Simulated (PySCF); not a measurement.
# One molecule, several mistakes: GeH4N2Si

Calculated results; nothing here was measured. They come from PySCF 2.14.0, an open-source quantum chemistry program, on an isolated molecule that a program drew, which may never have been made. The molecule is GeH4N2Si (charge 0, singlet), drawn as the SMILES string `N[SiH]=[N][GeH]`.

Each row is a Hartree-Fock (HF) and frozen-core CCSD(T) single point in the cc-pV(D+d)Z basis, meant for a local HF minimum. Run 1 is clean. Each other run has one planted mistake out of seven kinds, and not every kind appears here: one electron removed, one electron added, multiplicity raised by two, geometry at a saddle point, minimal basis STO-3G, one bond length entered in bohr, all coordinates scaled. The reference is restricted for singlets and unrestricted otherwise, and also for a bond in bohr. Adding or removing an electron swaps singlet and doublet. Electrons count all cores. HOMO and LUMO are orbital energies over both spins, the gradient is its largest component, and the lowest frequency (negative if imaginary) is given only where the gradient is small. Bond lengths are over the 7 bonds as drawn. T1 is the CCSD diagnostic: over 0.02 (restricted) or 0.045 (unrestricted) a single reference is doubtful. Germanium has the cc-pVDZ-PP basis, with a core potential (ECP10MDF) in place of its 10 inner electrons, and its 3s, 3p and 3d shells are frozen in CCSD(T).

Geometry of the clean run:
```xyz
8
GeH4N2Si, angstrom
N    -0.8767   -1.8029    1.5051
Si   -1.2375   -0.9852    0.0885
N    -0.2280   -0.4369   -0.9633
Ge    0.9216    0.3963   -2.0607
H     0.0579   -2.0153    1.7954
H    -1.5754   -2.1433    2.1357
H    -2.6994   -0.8781    0.0052
H     1.1354   -0.8045   -3.1050
```

| run | electrons | basis functions | <S^2> | HOMO (eV) | LUMO (eV) | gradient (hartree/bohr) | lowest frequency (cm^-1) | mean bond (Å) | longest bond (Å) | T1 | HF (hartree) | CCSD(T) (hartree) | mistake |
|---|---|---|---|---|---|---|---|---|---|---|---|---|---|
| 1 | 64 | 94 | 0.000 | -7.68 | 1.85 | 2.4e-05 | 69 | 1.4433 | 1.794 | 0.0189 | -693.54694 | -694.10750 | no fault |
| 2 | 64 | 94 | 0.000 | -7.96 | 1.39 | 5.9e-02 | - | 1.5616 | 1.942 | 0.0238 | -693.49385 | -694.07887 | all coordinates scaled |
| 3 | 64 | 94 | 2.014 | -6.08 | 0.51 | 3.1e-02 | - | 1.4433 | 1.794 | 0.0209 | -693.48972 | -694.03170 | multiplicity raised by two |
| 4 | 65 | 94 | 0.767 | 0.31 | 7.61 | 5.2e-02 | - | 1.4433 | 1.794 | 0.0201 | -693.50631 | -694.07904 | one electron added |
| 5 | 63 | 94 | 0.786 | -15.25 | -5.90 | 6.3e-02 | - | 1.4433 | 1.794 | 0.0284 | -693.29888 | -693.83872 | ? |

**Which mistake was planted in run 5, and what did it cost?**

It counts 63 electrons, one fewer than the clean run, at the same geometry and basis. So the mistake is: one electron removed. Subtracting run 1 and multiplying by 627.51 kcal/mol a hartree, the energy moved by 155.7 kcal/mol in HF and 168.7 kcal/mol in CCSD(T).

Cautions from the logs. Run 2: T1 is over the limit, so its CCSD(T) energy is less reliable; run 4: the HOMO is above zero, so the electron isn't bound and the energy depends on the basis.
